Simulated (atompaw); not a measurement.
# Varying the PAW (atompaw) potential for Hf (Z = 72)

Base potential:

* Element: Hf
* Generator: atompaw 4.2.0.5
* Type: PAW
* Functional: PBEsol
* Relativity: scalar-relativistic
* Frozen core: [Xe] 4f14
* Valence charge: 4
* Reference configuration: 5d1 6s0 6p0 (charge +3)
* Partial waves: 6s (bound, empty): rc 2.75 bohr; 6s channel at 1.15 Ry: rc 2.75 bohr; 6p (bound, empty): rc 3.00 bohr; 6p channel at -0.05 Ry: rc 3.00 bohr; 5d (bound): rc 3.00 bohr; 5d channel at -1.4 Ry: rc 3.00 bohr
* Local potential: bessel scheme, radius 2.80 bohr
* Core correction: smooth core density matched at 1.75 bohr
* Augmentation charge: sinc compensation charge, radius 2.60 bohr; PAW radius 3.00 bohr; waves and projectors: custom polynom2 7 10 vanderbiltortho

All-electron outer shells of the reference configuration (PBEsol, scalar-relativistic, ld1.x):

```csv
shell,level (eV),outermost node (bohr),outermost maximum (bohr)
4f,-44.19,–,0.45
5d,-27.10,0.66,1.57
6s,-25.76,1.34,2.52
6p,-19.07,1.58,3.08
```

Cutoffs, loose and tight: the cutoffs (Ry, on a coarse ladder) from which the occupation-weighted sum of valence levels, in a spherical-Bessel basis at the reference potential, stays within 10 and 1 mRy of its value at 400 Ry. They see the waves, projectors and local potential, not the compensation charge or the core. A dash means not determined.

A true bound ghost makes a file unfit for plane-wave use even where its test errors are small: the radial tests pick states by their node count and pass the ghost by.

```csv
change,outcome,"cutoff, loose","cutoff, tight",bound ghosts
base,generated,12 Ry,30 Ry,none
"all radii scaled by about 0.77 (s 2.12, p 2.30, d 2.30 bohr); local potential bessel scheme, radius 2.16 bohr; augmentation sinc compensation charge, radius 2.00 bohr; PAW radius 2.30 bohr; waves and projectors: custom polynom2 7 10 vanderbiltortho; core correction smooth core density matched at 1.34 bohr",generated,12 Ry,25 Ry,"s, p"
"all radii scaled by about 0.81 (s 2.22, p 2.42, d 2.42 bohr); local potential bessel scheme, radius 2.26 bohr; augmentation sinc compensation charge, radius 2.10 bohr; PAW radius 2.42 bohr; waves and projectors: custom polynom2 7 10 vanderbiltortho; core correction smooth core density matched at 1.42 bohr",generated,18 Ry,35 Ry,"s, p"
"all radii scaled by about 0.90 (s 2.48, p 2.70, d 2.70 bohr); local potential bessel scheme, radius 2.52 bohr; augmentation sinc compensation charge, radius 2.34 bohr; PAW radius 2.70 bohr; waves and projectors: custom polynom2 7 10 vanderbiltortho; core correction smooth core density matched at 1.58 bohr",generated,15 Ry,40 Ry,none
"all radii scaled by about 1.15 (s 3.18, p 3.46, d 3.46 bohr); local potential bessel scheme, radius 3.24 bohr; augmentation sinc compensation charge, radius 3.00 bohr; PAW radius 3.46 bohr; waves and projectors: custom polynom2 7 10 vanderbiltortho; core correction smooth core density matched at 2.02 bohr",generated,8 Ry,18 Ry,none
"all radii scaled by about 1.21 (s 3.32, p 3.62, d 3.62 bohr); local potential bessel scheme, radius 3.38 bohr; augmentation sinc compensation charge, radius 3.14 bohr; PAW radius 3.62 bohr; waves and projectors: custom polynom2 7 10 vanderbiltortho; core correction smooth core density matched at 2.12 bohr",generated,8 Ry,15 Ry,none
"all radii scaled by about 1.28 (s 3.52, p 3.84, d 3.84 bohr); local potential bessel scheme, radius 3.60 bohr; augmentation sinc compensation charge, radius 3.34 bohr; PAW radius 3.84 bohr; waves and projectors: custom polynom2 7 10 vanderbiltortho; core correction smooth core density matched at 2.24 bohr",generated,6 Ry,15 Ry,none
```

Q: What comes out with this change to the base: all radii scaled by about 1.09 (s 3.02, p 3.28, d 3.28 bohr); local potential bessel scheme, radius 3.06 bohr; augmentation sinc compensation charge, radius 2.84 bohr; PAW radius 3.28 bohr; waves and projectors: custom polynom2 7 10 vanderbiltortho; core correction smooth core density matched at 1.92 bohr?

A: outcome: generated; cutoff, loose: 10 Ry; cutoff, tight: 21 Ry; bound ghosts: none.

Reading the sweep of the scale of all radii (base = 1) (base included, trends over the rows without a ghost): The loose cutoff falls from 15 Ry at 0.9 to 6 Ry at 1.28. A larger radius leaves more room for a smooth pseudo-wave, so fewer plane waves are needed; a smaller one forces it to follow the all-electron wave where it bends sharply. Bound ghosts are found at 0.77, 0.81.
